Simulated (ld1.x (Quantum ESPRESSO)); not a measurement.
## An all-electron radial function and its pseudo partner (oxygen (O))

Columns: radius, all-electron u(r) and pseudo u(r) of the 2s shell (level -24.21 eV) of oxygen in the configuration [He] 2s1 2p5; LDA (PZ), scalar-relativistic, TM scheme, ld1.x (Quantum ESPRESSO) 7.5.

| r (bohr) | all-electron | pseudo |
| --- | --- | --- |
| 0.100 | 0.4225 | -0.0915 |
| 0.200 | 0.2483 | -0.1953 |
| 0.300 | -0.0765 | -0.3232 |
| 0.400 | -0.3875 | -0.4798 |
| 0.500 | -0.6315 | -0.6507 |
| 0.600 | -0.8000 | -0.8013 |
| 0.700 | -0.9016 | -0.9016 |
| 0.800 | -0.9496 | -0.9496 |
| 0.900 | -0.9578 | -0.9578 |
| 1.000 | -0.9377 | -0.9377 |
| 1.100 | -0.8987 | -0.8987 |
| 1.200 | -0.8477 | -0.8477 |
| 1.300 | -0.7901 | -0.7901 |
| 1.400 | -0.7296 | -0.7296 |
| 1.500 | -0.6687 | -0.6687 |
| 1.600 | -0.6093 | -0.6093 |
| 1.700 | -0.5525 | -0.5525 |
| 1.800 | -0.4990 | -0.4990 |
| 1.900 | -0.4491 | -0.4491 |
| 2.000 | -0.4031 | -0.4031 |
| 2.100 | -0.3609 | -0.3609 |
| 2.200 | -0.3224 | -0.3224 |
| 2.300 | -0.2875 | -0.2875 |
| 2.400 | -0.2560 | -0.2560 |
| 2.500 | -0.2276 | -0.2276 |
| 2.600 | -0.2021 | -0.2021 |

Task: How many radial nodes do the two functions have?

Result: The all-electron 2s function has n − l − 1 = 1; the pseudo-wave has 0, since the states of the same l below it are removed with the core.

Task: At about which radius was the pseudo-wave matched?

Result: 0.75 bohr, where the columns begin to agree (steps of 0.10 bohr).

Task: Is the pseudo-wave norm-conserving?

Result: Yes: the TM scheme keeps the norm inside the radius equal to the all-electron one, which fixes the energy derivative of the logarithmic derivative at the level.
